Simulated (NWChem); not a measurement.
Molecule: B2H4O4; SMILES OB(O)B(O)O

```xyz
10

B     -0.0818     0.8315     0.0413
O     -1.2325     1.5722    -0.0510
O      1.1790     1.3920     0.1715
B     -0.0852    -0.8933     0.0058
O      1.1157    -1.5661     0.1047
O     -1.2310    -1.6319    -0.1171
H     -1.0944     2.5382    -0.0179
H      1.1999     2.3677     0.1949
H      1.8394    -0.9170     0.1864
H     -1.0176    -2.5861    -0.1158
```
Atoms are numbered in this order, from 1.

Level: PBE-D3(BJ)/def2-SVP (NWChem), optimised geometry, unscaled harmonic frequencies. 

```json
[
 {"frequency (cm⁻¹)": "56", "IR intensity (km/mol)": "0.3"},
 {"frequency (cm⁻¹)": "129", "IR intensity (km/mol)": "3.9"},
 {"frequency (cm⁻¹)": "293", "IR intensity (km/mol)": "37.3"},
 {"frequency (cm⁻¹)": "311", "IR intensity (km/mol)": "7.7"},
 {"frequency (cm⁻¹)": "387", "IR intensity (km/mol)": "5.0"},
 {"frequency (cm⁻¹)": "466", "IR intensity (km/mol)": "3.8"},
 {"frequency (cm⁻¹)": "483", "IR intensity (km/mol)": "55.0"},
 {"frequency (cm⁻¹)": "565", "IR intensity (km/mol)": "0.7"},
 {"frequency (cm⁻¹)": "595", "IR intensity (km/mol)": "326.9"},
 {"frequency (cm⁻¹)": "635", "IR intensity (km/mol)": "15.8"},
 {"frequency (cm⁻¹)": "637", "IR intensity (km/mol)": "82.8"},
 {"frequency (cm⁻¹)": "671", "IR intensity (km/mol)": "4.9"},
 {"frequency (cm⁻¹)": "912", "IR intensity (km/mol)": "132.6"},
 {"frequency (cm⁻¹)": "984", "IR intensity (km/mol)": "141.8"},
 {"frequency (cm⁻¹)": "999", "IR intensity (km/mol)": "119.4"},
 {"frequency (cm⁻¹)": "1021", "IR intensity (km/mol)": "64.8"},
 {"frequency (cm⁻¹)": "1204", "IR intensity (km/mol)": "117.2"},
 {"frequency (cm⁻¹)": "1339", "IR intensity (km/mol)": "435.4"},
 {"frequency (cm⁻¹)": "1385", "IR intensity (km/mol)": "21.0"},
 {"frequency (cm⁻¹)": "1415", "IR intensity (km/mol)": "149.2"},
 {"frequency (cm⁻¹)": "3681", "IR intensity (km/mol)": "30.6"},
 {"frequency (cm⁻¹)": "3684", "IR intensity (km/mol)": "4.4"},
 {"frequency (cm⁻¹)": "3686", "IR intensity (km/mol)": "2.4"},
 {"frequency (cm⁻¹)": "3716", "IR intensity (km/mol)": "69.3"}
]
```

```json
{
  "zero_point_energy": "41.8 kcal/mol",
  "thermal correction to the enthalpy at 298.15 K (with zero-point energy)": "46.7 kcal/mol",
  "heat capacity Cv": "24.4 cal/(mol K)",
  "entropy at 298.15 K and 1 atm (symmetry number 1)": "81.8 cal/(mol K)",
  "dipole_moment": "3.13 D"
}
```

Rigid rotor and harmonic oscillator; modes under 100 cm⁻¹ make the entropy uncertain.
